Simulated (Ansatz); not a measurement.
One change: `P[SiH2][GaH2]` becomes `P[SiH2][SeH]`.

Ansatz, PBE0-D4/def2-TZVP geometries, multiplicity 1. Each molecule was computed in one conformer, which needn't be the lowest.

Scalar relativity is left out up to krypton. Spin–orbit coupling is left out; it splits and shifts lone-pair levels of the heavy atoms by tenths of an eV.

```tsv
property	`P[SiH2][GaH2]`
HOMO energy (ωB97M-V/def2-TZVPP) / eV	-9.48
HOMO–LUMO gap (B3LYP/def2-TZVPP) / eV	4.78
size of the dipole moment (ωB97M-V/def2-TZVPP) / D	0.63
LUMO energy (PBE/def2-TZVPP) / eV	-3.02
size of the dipole moment (B3LYP/def2-TZVPP) / D	0.64
LUMO energy (ωB97M-V/def2-TZVPP) / eV	-0.52
```

Question: Give the same properties after the change, and the shifts. (Estimate.)

Answer: Ansatz gave: 
```tsv
property	`P[SiH2][SeH]`	shift
HOMO energy (ωB97M-V/def2-TZVPP) / eV	-9.27	0.21
HOMO–LUMO gap (B3LYP/def2-TZVPP) / eV	6.30	1.52
size of the dipole moment (ωB97M-V/def2-TZVPP) / D	0.47	-0.16
LUMO energy (PBE/def2-TZVPP) / eV	-1.17	1.85
size of the dipole moment (B3LYP/def2-TZVPP) / D	0.43	-0.21
LUMO energy (ωB97M-V/def2-TZVPP) / eV	1.45	1.97
```

With PBE0 the HOMO rises by 0.38 eV and the LUMO rises by 1.91 eV, so the gap widens by about 1.53 eV. PBE moves the HOMO by 0.48 eV and ωB97M-V by 0.21 eV. The zero-point energy changes by -12.2 kJ/mol with -3 modes. Dipoles are sizes alone; their direction can turn.

B3LYP here is the variant with VWN-RPA as its local correlation; programs differ in this.
